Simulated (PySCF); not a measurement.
**r2SCAN on Dy²⁺ (dysprosium, charge +2)**

Configuration: [Xe] 4f9 6p1, one real determinant (an excited configuration). Computed with PySCF 2.14 in x2c-TZVPPall with one added diffuse shell each of s, p, d, f type (12s8p8d5f2g, 129 functions), with the spin-free X2C one-electron Hamiltonian (Gaussian nucleus).

```json
{"Total energy": "-12155.96 hartree", "One-electron energy": "-16589.27 hartree", "Hartree (Coulomb) energy": "4699.84 hartree", "Exchange-correlation energy": "-266.54 hartree", "⟨S²⟩": "12.0046", "⟨L²⟩": "26.030", "Sum of ⟨r⟩": "37.78 bohr", "Sum of ⟨r²⟩": "51.25 bohr²", "Traceless quadrupole moment −½Σ⟨3z² − r²⟩ along its main axis": "-7.16 e·bohr²", "Langevin diamagnetic susceptibility": "-40.6 ×10⁻⁶ cm³/mol", "Time after the integrals": "roughly 6 core-seconds"}
```

```json
{"shell": "1s α", "electrons": "1", "mean orbital energy (eV)": "-53610.6", "spread (eV)": "0", "rms radius, mean of both spins (bohr)": "0.0240"}
{"shell": "1s β", "electrons": "1", "mean orbital energy (eV)": "-53610.5", "spread (eV)": "0", "rms radius, mean of both spins (bohr)": "0.0240"}
{"shell": "2s α", "electrons": "1", "mean orbital energy (eV)": "-8970.3", "spread (eV)": "0", "rms radius, mean of both spins (bohr)": "0.0971"}
{"shell": "2s β", "electrons": "1", "mean orbital energy (eV)": "-8970.2", "spread (eV)": "0", "rms radius, mean of both spins (bohr)": "0.0971"}
{"shell": "2p α", "electrons": "3", "mean orbital energy (eV)": "-7975.2", "spread (eV)": "0.268", "rms radius, mean of both spins (bohr)": "0.0874"}
{"shell": "2p β", "electrons": "3", "mean orbital energy (eV)": "-7975.1", "spread (eV)": "0.261", "rms radius, mean of both spins (bohr)": "0.0874"}
{"shell": "3s α", "electrons": "1", "mean orbital energy (eV)": "-2026.5", "spread (eV)": "0", "rms radius, mean of both spins (bohr)": "0.250"}
{"shell": "3s β", "electrons": "1", "mean orbital energy (eV)": "-2023.9", "spread (eV)": "0", "rms radius, mean of both spins (bohr)": "0.250"}
{"shell": "3p α", "electrons": "3", "mean orbital energy (eV)": "-1718.1", "spread (eV)": "1.532", "rms radius, mean of both spins (bohr)": "0.251"}
{"shell": "3p β", "electrons": "3", "mean orbital energy (eV)": "-1715.5", "spread (eV)": "1.019", "rms radius, mean of both spins (bohr)": "0.251"}
{"shell": "3d α", "electrons": "5", "mean orbital energy (eV)": "-1313.1", "spread (eV)": "1.445", "rms radius, mean of both spins (bohr)": "0.230"}
{"shell": "3d β", "electrons": "5", "mean orbital energy (eV)": "-1311.0", "spread (eV)": "0.978", "rms radius, mean of both spins (bohr)": "0.230"}
{"shell": "4s α", "electrons": "1", "mean orbital energy (eV)": "-427.57", "spread (eV)": "0", "rms radius, mean of both spins (bohr)": "0.563"}
{"shell": "4s β", "electrons": "1", "mean orbital energy (eV)": "-421.28", "spread (eV)": "0", "rms radius, mean of both spins (bohr)": "0.563"}
{"shell": "4p α", "electrons": "3", "mean orbital energy (eV)": "-325.04", "spread (eV)": "2.423", "rms radius, mean of both spins (bohr)": "0.598"}
{"shell": "4p β", "electrons": "3", "mean orbital energy (eV)": "-318.79", "spread (eV)": "1.433", "rms radius, mean of both spins (bohr)": "0.598"}
{"shell": "4d α", "electrons": "5", "mean orbital energy (eV)": "-182.85", "spread (eV)": "2.673", "rms radius, mean of both spins (bohr)": "0.656"}
{"shell": "4d β", "electrons": "5", "mean orbital energy (eV)": "-176.69", "spread (eV)": "1.496", "rms radius, mean of both spins (bohr)": "0.656"}
{"shell": "5s α", "electrons": "1", "mean orbital energy (eV)": "-73.154", "spread (eV)": "0", "rms radius, mean of both spins (bohr)": "1.36"}
{"shell": "5s β", "electrons": "1", "mean orbital energy (eV)": "-70.359", "spread (eV)": "0", "rms radius, mean of both spins (bohr)": "1.36"}
{"shell": "5p α", "electrons": "3", "mean orbital energy (eV)": "-47.815", "spread (eV)": "0.919", "rms radius, mean of both spins (bohr)": "1.58"}
{"shell": "5p β", "electrons": "3", "mean orbital energy (eV)": "-45.861", "spread (eV)": "0.552", "rms radius, mean of both spins (bohr)": "1.58"}
{"shell": "4f α", "electrons": "7", "mean orbital energy (eV)": "-29.081", "spread (eV)": "2.742", "rms radius, mean of both spins (bohr)": "0.911"}
{"shell": "4f β", "electrons": "2", "mean orbital energy (eV)": "-25.254", "spread (eV)": "0.374", "rms radius, mean of both spins (bohr)": "0.911"}
{"shell": "6p α", "electrons": "1", "mean orbital energy (eV)": "-13.234", "spread (eV)": "0", "rms radius, mean of both spins (bohr)": "4.12"}
```

⟨L²⟩ = 26.03 against 42 for a pure I term, so this real determinant mixes terms. Spin-orbit coupling, absent here, splits the open shell strongly.

Densities and radii are taken from the X2C orbitals without a picture-change correction, which distorts them close to the nucleus.
